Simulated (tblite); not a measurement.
CH₇FP₂Si.
Atom-mapped SMILES: `[F:1][CH2:2][SiH:3]([PH2:4])[PH2:5]` (hydrogens: H6, H7 on C2; H8 on Si3; H9, H10 on P4; H11, H12 on P5)

Computed with GFN2-xTB (tblite), gas phase: Langevin dynamics at 400 K from the optimised GFN2-xTB geometry, time step 0.5 fs, friction 0.01 fs⁻¹, 2000 steps. The instantaneous temperature is 2·E(kin)/(3Nk) with all 3N coordinates.

```tsv
t (fs)	T (K)	E(pot) above start (eV)	F1–C2 (Å)	C2–Si3 (Å)	Si3–P4 (Å)	Si3–P5 (Å)	C2–H6 (Å)	F1–C2–Si3–P4 (°)
0	349	0.000	1.378	1.933	2.258	2.256	1.092	48
25	244	0.312	1.341	1.936	2.205	2.288	1.074	35
50	362	0.335	1.402	1.975	2.297	2.194	1.062	33
75	372	0.415	1.380	1.884	2.310	2.304	1.071	28
100	326	0.528	1.373	1.992	2.162	2.257	1.082	32
125	342	0.465	1.404	1.899	2.278	2.199	1.102	24
150	314	0.640	1.395	2.056	2.233	2.417	1.116	29
175	386	0.382	1.352	1.837	2.236	2.283	1.097	16
200	356	0.415	1.371	2.058	2.202	2.200	1.073	7
225	206	0.561	1.391	1.926	2.321	2.341	1.065	-1
250	251	0.707	1.401	2.171	2.240	2.278	1.099	-5
275	373	0.630	1.365	1.894	2.265	2.216	1.124	1
300	468	0.606	1.416	2.110	2.219	2.354	1.097	22
325	657	0.511	1.351	1.914	2.403	2.208	1.106	29
350	482	0.831	1.343	2.052	2.160	2.200	1.100	33
375	578	0.711	1.398	1.927	2.287	2.367	1.098	43
400	506	0.837	1.390	2.014	2.381	2.268	1.070	39
425	528	0.724	1.348	1.923	2.217	2.213	1.123	43
450	567	0.449	1.371	1.947	2.231	2.288	1.085	34
475	359	0.511	1.387	1.948	2.467	2.257	1.079	28
500	522	0.391	1.385	1.918	2.177	2.304	1.096	26
525	376	0.546	1.401	1.909	2.274	2.192	1.062	20
550	300	0.610	1.411	1.981	2.350	2.299	1.082	26
575	233	0.469	1.353	1.860	2.341	2.264	1.122	28
600	254	0.481	1.374	1.989	2.171	2.221	1.124	39
625	296	0.435	1.423	1.877	2.329	2.258	1.133	49
650	314	0.397	1.392	1.967	2.269	2.365	1.102	61
675	276	0.424	1.368	1.933	2.234	2.206	1.044	74
700	339	0.404	1.373	1.943	2.227	2.252	1.065	75
725	456	0.573	1.389	1.878	2.264	2.350	1.098	73
750	509	0.417	1.388	2.015	2.221	2.271	1.112	52
775	257	0.631	1.365	1.920	2.297	2.252	1.181	42
800	272	0.662	1.387	1.992	2.307	2.298	1.111	35
825	337	0.632	1.403	1.881	2.273	2.329	1.068	42
850	333	0.698	1.374	2.004	2.272	2.254	1.053	47
875	417	0.712	1.325	1.888	2.241	2.295	1.106	40
900	363	0.775	1.395	1.932	2.281	2.359	1.167	39
925	290	0.687	1.396	1.904	2.280	2.175	1.148	26
950	362	0.501	1.384	1.949	2.243	2.336	1.054	33
975	413	0.442	1.354	1.937	2.349	2.223	1.103	34
1000	450	0.323	1.381	1.922	2.272	2.275	1.101	35
```

**Question.** From 500 fs on, how do temperature and potential energy compare with equipartition?

**Answer.** The mean temperature of these 21 frames is 351 K against the target 400 K, and the mean potential energy 0.53 eV against 30 × kT/2 = 0.52 eV for 30 classical harmonic modes. For 12 atoms in a canonical ensemble the temperature itself scatters by T·√(2/(3N)) = 94 K; here its standard deviation is 81 K. The whole run lasts only 10 friction times of 100 fs, so these averages carry a wide statistical error.

**Question.** What are the kinetic and total energies of the listed frame with the highest potential energy?

**Answer.** The one at 400 fs, 0.837 eV above the start. Its kinetic energy is 3NkT/2 = 0.784 eV at 506 K, so the sum is 1.62 eV; over the listed frames the sum runs from 0.54 to 1.62 eV, since the thermostat adds and removes energy.

**Question.** How much do the listed bonds fluctuate from 500 fs on?

**Answer.** 
| bond | at the start (Å) | mean (Å) | standard deviation (Å) |
| --- | --- | --- | --- |
| F1–C2 | 1.378 | 1.382 | 0.021 |
| C2–Si3 | 1.933 | 1.933 | 0.044 |
| Si3–P4 | 2.258 | 2.270 | 0.048 |
| Si3–P5 | 2.256 | 2.275 | 0.053 |
| C2–H6 | 1.092 | 1.101 | 0.036 |

The motion is classical and holds no zero-point motion.

What follows is the cost of the whole dynamics run. Hardware: one thread, Arm Neoverse V1 (aarch64), on a shared host. Cost: 12 s wall, 0.18 GiB resident at most.
